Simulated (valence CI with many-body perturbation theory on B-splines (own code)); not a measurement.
## Which ion has this spectrum?

A relativistic CI+MBPT calculation for an atom or ion with 13 electrons gives these levels (eV):

```
  J  Parity       E     g
1/2     odd   0.000  0.66
3/2     odd   1.899  1.33
1/2    even  25.830  2.66
3/2    even  26.589  1.73
5/2    even  27.571  1.59
3/2    even  34.287  0.80
5/2    even  34.487  1.21
1/2    even  42.070  1.78
1/2    even  44.725  0.90
3/2    even  45.600  1.33
3/2    even  54.651  0.80
5/2    even  54.837  1.20
3/2     odd  66.269  0.84
5/2     odd  66.611  1.20
```

The energies are calculated, with errors of perhaps 300 cm⁻¹, more in some levels.

(1) Which is it?
A. Co14+
B. Mn12+
C. V10+
D. Cr11+

## Answers

(1) B. Mn12+, ground level 3s2 3p 2P°_1/2.
